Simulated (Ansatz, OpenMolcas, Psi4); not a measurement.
**A ladder of methods for SnO (tin(ii) oxide)**

The species is SnO (2 atoms), meant as a singlet with charge 0. SMILES: `[O]=[Sn]`. The shape is that of a PBE0-D4/def2-TZVP optimisation.

```xyz
2

O     0.0000    0.0000   -0.0071
Sn    0.0000    0.0000    1.8107
```

Quantity: the vertical electron affinity (to the doublet anion), in eV. The values are calculated.

The electron affinity is E(neutral) − E(anion): positive where the electron is bound.

```tsv
level	kind	program	value (eV)	CPU time (all runs)
BLYP/def2-TZVPPD (core potential)	GGA	Ansatz	0.26	23 s
r2SCAN/def2-TZVPPD (core potential)	meta-GGA	OpenMolcas	0.52	1.8 min
M06-2X/def2-TZVPPD (core potential)	hybrid meta-GGA	OpenMolcas	0.51	70 s
wB97X-V/def2-TZVPPD (core potential)	range-separated hybrid	Psi4	0.43	55 s
B2PLYP/def2-TZVPPD (core potential)	double hybrid	Ansatz	0.30	23 s
DSD-PBEP86/def2-TZVPPD (core potential, density fitting for correlation)	double hybrid	Psi4	0.36	23 s
RPA@PBE/def2-TZVPPD (core potential)	RPA	Ansatz	0.55	38 s
MP2/def2-TZVPPD (core potential)	perturbation theory	Psi4	0.16	16 s
BCCD(T)/def2-TZVPPD (core potential)	coupled cluster or CI	Ansatz	0.31	95 s
FCI/STO-3G	exact in the basis	Ansatz	-6.75	5.3 s
```

All-electron rows without a relativistic Hamiltonian named are non-relativistic, while core potentials hold scalar relativity, so basis and relativity change together. Spin-orbit coupling, which can split open shells on such heavy atoms by tenths of an eV, is left out. Where it was recorded, the anion's HOMO is positive in BLYP/def2-TZVPPD, r2SCAN/def2-TZVPPD, M06-2X/def2-TZVPPD, B2PLYP/def2-TZVPPD: a fault of the level (basis or self-interaction), which says nothing on whether the real anion is bound. The values span -6.75 to 0.55 eV. Spin contamination of the reference (⟨S²⟩ at least 0.1 too high) touches BCCD(T)/def2-TZVPPD. High-level rows in very small sets aren't better than simpler rows in larger ones. In the correlated wave-function rows the outer d shell of Sn is correlated, in sets not made for it. Times are those of the runs behind each value, whatever else they computed, on shared processors of several kinds: orders of magnitude only.
